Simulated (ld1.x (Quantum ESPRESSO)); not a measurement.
## How hard is this magnesium TM potential?

```json
{
  "Element": "magnesium",
  "Generator": "ld1.x (Quantum ESPRESSO) 7.5",
  "Type": "norm-conserving Troullier–Martins (Kleinman–Bylander form)",
  "Functional": "LDA (PZ)",
  "Relativity": "fully relativistic",
  "Frozen core": "[He]",
  "Valence charge": "10",
  "Reference configuration": "2s2 2p6 3s1 3p1",
  "Partial waves": "2p (bound): rc 0.90 bohr; 2s (bound): rc 0.70 bohr",
  "Local potential": "the s channel",
  "Core correction": "Bessel-smoothed model core, default radius (core density twice the valence density)"
}
```

Open shells are filled in proportion to 2j + 1 (rel_dist='average').

Occupied shells without a wave of their own: 3p, 3s. They enter only through the test configuration that unscreens the potential, and ld1.x also counts them in the model core charge.

The pseudo-atom Hamiltonian at the reference potential is diagonalised in spherical Bessel functions j_l(qr) that vanish at 20 bohr, with q² up to the cutoff. All-electron valence levels (Ry): 2p1/2 -3.5977, 3p1/2 -0.1569, 2p3/2 -3.5764, 3p3/2 -0.1563, 2s -5.9786, 3s -0.4241.

Task: How do the lowest levels (Ry) of each channel move with the cutoff, and are there ghosts?

Result:

```
cutoff (Ry)  p1/2 #1  p1/2 #2  p1/2 #3  p3/2 #1  p3/2 #2     s #1     s #2     s #3    d #1    d #2    f #1    f #2  Σ f·Δε (mRy)
          8  -0.6051  -0.0292   0.0713  -0.6050  -0.0292  -4.6104  -0.3183  -0.0121  0.0278  0.1091  0.0920  0.2086       20841.7
         18  -1.1106  -0.0618   0.0512  -1.1100  -0.0618  -5.6555  -0.4012  -0.0245  0.0277  0.1088  0.0920  0.2086       15604.9
         35  -1.8495  -0.0960   0.0377  -1.8464  -0.0959  -5.7793  -0.4155  -0.0266  0.0277  0.1087  0.0920  0.2086       10885.7
         55  -2.4920  -0.1201   0.0306  -2.4847  -0.1199  -5.8164  -0.4168  -0.0267  0.0277  0.1087  0.0920  0.2086        6947.7
         90  -3.2481  -0.1453   0.0245  -3.2328  -0.1449  -5.9263  -0.4226  -0.0275  0.0277  0.1087  0.0920  0.2086        2192.2
        140  -3.5707  -0.1556   0.0222  -3.5501  -0.1550  -5.9715  -0.4255  -0.0279  0.0277  0.1087  0.0920  0.2086         174.5
        230  -3.5966  -0.1564   0.0221  -3.5755  -0.1558  -5.9746  -0.4257  -0.0279  0.0277  0.1087  0.0920  0.2086          13.9
        400  -3.5976  -0.1565   0.0220  -3.5765  -0.1559  -5.9785  -0.4259  -0.0279  0.0277  0.1087  0.0920  0.2086           0.0
```

Result: no extra level below or beside the all-electron valence levels (p1/2, p3/2, s, d, f tested); 10 mRy is reached at 260 Ry and 1 mRy at over 300 Ry.

ld1.x takes every shell without a wave as core, so the model core holds the 3p, 3s electrons as well and exchange and correlation see them twice. This cancels in the reference configuration, but the file is broken for other ones, and its errors say nothing about a proper core correction. 3 of 7 tests not solved or not reliable.
